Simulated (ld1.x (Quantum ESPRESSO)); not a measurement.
Scattering properties, TM potential for H

```
Element                 : H (Z = 1)
Generator               : ld1.x (Quantum ESPRESSO) 7.5
Type                    : norm-conserving Troullier–Martins (Kleinman–Bylander form)
Functional              : PBE
Relativity              : non-relativistic
Frozen core             : none
Valence charge          : 1
Reference configuration : 1s1
Partial waves           : 2p channel at 0.2 Ry: rc 0.75 bohr; 1s (bound): rc 1.16 bohr
Local potential         : the s channel
Core correction         : none
```

The phase is arctan(r·u′/u) with u = r·R(r), unwrapped; energies in Ry, scanned from -2 to 5 Ry. A pole is an energy at which the radial function vanishes at the test radius. The pseudo phase is shifted by a multiple of π to meet the all-electron one at the reference energy, and phase errors are pseudo minus all-electron; the curves can meet again beyond the range given. Levels narrower than the energy grid can be missing from the lists of poles.

**Question.** For each channel, where are the poles, and over which energies does the pseudopotential scatter like the atom?

**Answer.**

```csv
channel,radius (bohr),reference energy (Ry),"poles, all-electron","poles, pseudo",unbroken range about the reference energy with phases within 0.05 rad,phase error 1 Ry above the reference energy (rad)
s,1.25,-0.48,2.80,2.86,the whole range,+0.002
p,1.25,0.20,none,none,the whole range,-0.000
```

Phases in the s channel:

```tsv
E (Ry)	all-electron	pseudo
-2.00	0.794	0.795
-1.52	0.614	0.616
-1.04	0.327	0.328
-0.56	-0.103	-0.103
-0.08	-0.583	-0.583
0.40	-0.950	-0.948
0.88	-1.183	-1.181
1.36	-1.333	-1.330
1.84	-1.436	-1.432
2.32	-1.512	-1.506
2.80	-1.571	-1.565
3.28	-1.620	-1.613
3.76	-1.663	-1.655
4.24	-1.703	-1.692
4.72	-1.741	-1.728
```
